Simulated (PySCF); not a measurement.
From computed data to an observable: oscillator strength and radiative lifetime

C₂H₄FNSi, SMILES C1[SiH2][C@@H](N=1)F.

Geometry optimised at TPSSh-D3(BJ)/def2-SVP. The structure was generated by enumeration; whether it is a known compound was not checked.

PySCF with TDDFT-B3LYP/def2-SVPD puts the first singlet state with f over 0.02 at 7.03 eV (vertical), with the transition dipole (0.406, 0.075, 0.157) in atomic units.

Q: Find the oscillator strength, the wavelength and the radiative lifetime that this transition would have in vacuum if emission retraced absorption.

A: 
|μ|² = 0.1951 au, so |μ| = 1.12 D. ΔE = 7.03/27.211 = 0.2583 hartree. f = (2/3) ΔE |μ|² = 0.034 (the program prints 0.034).
λ = 1239.84/7.03 = 176 nm; ν = 56701 cm⁻¹.
Einstein's coefficient A = 0.6670 ν² f s⁻¹ (ν in cm⁻¹) = 7.2e7 s⁻¹, so τ = 1/A = 14 ns. This state is S6; the lower singlets have f = 0.001, 0.002, 0.008, 0.009, 0.009. The figure is the radiative limit of this one transition; relaxation, internal conversion, crossing to triplets and a medium change what is measured.
